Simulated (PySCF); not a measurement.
bromine (Br2), singlet, at a GFN2-xTB geometry; CAMB3LYP/6-31G, TDDFT in PySCF.

Input for PySCF:
```python
from pyscf import gto, scf, dft, tdscf

mol = gto.M(
    atom='''
Br   -0.00000000   -0.00000000   -1.14058940
Br    0.00000000    0.00000000    1.14058940
''',
    basis='6-31g',
    verbose=4,
)

mf = dft.RKS(mol)
mf.xc = 'camb3lyp'
mf.kernel()
td = mf.TDDFT()
td.nstates = 5
td.kernel()
td.analyze()
```

Write the output that PySCF gives for this input, abridged.


```
PySCF version 2.14.0

[INPUT] verbose = 4
[INPUT] num. atoms = 2
[INPUT] num. electrons = 70
[INPUT] charge = 0
[INPUT] spin (= nelec alpha-beta = 2S) = 0
[INPUT] symmetry False subgroup None
[INPUT] Mole.unit = angstrom
[INPUT] Symbol           X                Y                Z      unit          X                Y                Z       unit  Magmom
[INPUT]  1 Br     0.000000000000   0.000000000000  -1.140589400000 AA    0.000000000000   0.000000000000  -2.155401586582 Bohr   0.0
[INPUT]  2 Br     0.000000000000   0.000000000000   1.140589400000 AA    0.000000000000   0.000000000000   2.155401586582 Bohr   0.0

nuclear repulsion = 284.169782472553
number of shells = 22
number of NR pGTOs = 180
number of NR cGTOs = 54
basis = 6-31g
ecp = {}

******** <class 'pyscf.dft.rks.RKS'> ********
method = RKS
initial guess = minao
damping factor = 0
level_shift factor = 0
DIIS = <class 'pyscf.scf.diis.CDIIS'>
diis_start_cycle = 1
diis_space = 8
diis_damp = 0
SCF conv_tol = 1e-09
SCF conv_tol_grad = None
SCF max_cycles = 50
direct_scf = True
direct_scf_tol = 1e-13
XC library pyscf.dft.libxc version 7.1.2
    S. Lehtola, C. Steigemann, M. J. T. Oliveira, and M. A. L. Marques,  SoftwareX 7, 1–5 (2018)
XC functionals = camb3lyp
    T. Yanai, D. P. Tew, and N. C. Handy,  Chem. Phys. Lett. 393, 51 (2004)
radial grids:
    Treutler-Ahlrichs [JCP 102, 346 (1995); DOI:10.1063/1.469408] (M4) radial grids

becke partition: Becke, JCP 88, 2547 (1988); DOI:10.1063/1.454033
pruning grids: <function nwchem_prune>
grids dens level: 3
symmetrized grids: False
atomic radii adjust function: <function treutler_atomic_radii_adjust>
small_rho_cutoff = 0
Set gradient conv threshold to 3.16228e-05
Initial guess from minao.
tot grids = 40848
init E= -5145.73963783663
  HOMO = -0.323861088667558  LUMO = -0.169348174828423  gap/eV = 4.20451
cycle= 1 E= -5147.76628761846  delta_E= -2.03  |g|= 0.218  |ddm|=  1.8
  HOMO = -0.355145049223266  LUMO = -0.105315355941239  gap/eV = 6.79821
cycle= 2 E= -5147.77308559765  delta_E= -0.0068  |g|= 0.09  |ddm|= 0.257
  HOMO = -0.350971804721828  LUMO = -0.100910418148516  gap/eV = 6.80452
cycle= 3 E= -5147.77356113706  delta_E= -0.000476  |g|= 0.0115  |ddm|= 0.0294
  HOMO = -0.350010366681826  LUMO = -0.0998797536847253  gap/eV = 6.80640
cycle= 4 E= -5147.77357280282  delta_E= -1.17e-05  |g|= 0.00198  |ddm|= 0.0114
  HOMO = -0.350569520499294  LUMO = -0.100484933104358  gap/eV = 6.80515
cycle= 5 E= -5147.77357344137  delta_E= -6.39e-07  |g|= 0.000382  |ddm|= 0.00313
  HOMO = -0.350428488278467  LUMO = -0.100340509976002  gap/eV = 6.80524
cycle= 6 E= -5147.77357347652  delta_E= -3.52e-08  |g|= 2.9e-05  |ddm|= 0.000828
  HOMO = -0.350438272222209  LUMO = -0.100352237393783  gap/eV = 6.80519
cycle= 7 E= -5147.77357347682  delta_E= -2.95e-10  |g|= 1.05e-06  |ddm|= 7.15e-05
  HOMO = -0.350438292764334  LUMO = -0.100352176761449  gap/eV = 6.80519
Extra cycle  E= -5147.77357347684  delta_E= -2e-11  |g|= 1.26e-07  |ddm|= 2.24e-06
converged SCF energy = -5147.77357347684

******** <class 'pyscf.tdscf.rks.TDDFT'> for <class 'pyscf.dft.rks.RKS'> ********
nstates = 5 singlet
deg_eia_thresh = 1.000e-03
wfnsym = None
conv_tol = 1e-05
eigh lindep = 1e-12
eigh level_shift = 0
eigh max_cycle = 100

Excitation energies (eV)
[2.77579904 2.77579904 5.02947507 5.02947507 9.21512569]

** Singlet excitation energies and oscillator strengths **
Excited State   1:      2.77580 eV    446.66 nm  f=0.0000
      34 -> 36        0.70553
Excited State   2:      2.77580 eV    446.66 nm  f=0.0000
      35 -> 36        0.70553
Excited State   3:      5.02948 eV    246.52 nm  f=0.0000
      32 -> 36        0.11625
      33 -> 36       -0.69727
Excited State   4:      5.02948 eV    246.52 nm  f=0.0000
      32 -> 36       -0.69727
      33 -> 36       -0.11625
Excited State   5:      9.21513 eV    134.54 nm  f=1.8080
      31 -> 36       -0.69500

** Transition electric dipole moments (AU) **
state          X           Y           Z        Dip. S.      Osc.
  1        -0.0181     -0.0060      0.0000      0.0004      0.0000
  2         0.0060     -0.0181      0.0000      0.0004      0.0000
  3        -0.0000      0.0000      0.0000      0.0000      0.0000
  4        -0.0000      0.0000      0.0000      0.0000      0.0000
  5        -0.0000      0.0000     -2.8299      8.0085      1.8080

** Transition velocity dipole moments (imaginary part, AU) **
state          X           Y           Z        Dip. S.      Osc.
  1        -0.0449     -0.0150      0.0000      0.0022      0.0147
  2         0.0150     -0.0449      0.0000      0.0022      0.0147
  3        -0.0000      0.0000     -0.0000      0.0000      0.0000
  4         0.0000     -0.0000      0.0000      0.0000      0.0000
  5        -0.0000      0.0000     -0.7779      0.6051      1.1913

** Transition magnetic dipole moments (imaginary part, AU) **
state          X           Y           Z
  1        -0.0000     -0.0000      0.0000
  2        -0.0000     -0.0000      0.0000
  3         0.6619      0.6642      0.0000
  4         0.6642     -0.6619      0.0000
  5         0.0000     -0.0000     -0.0000
```
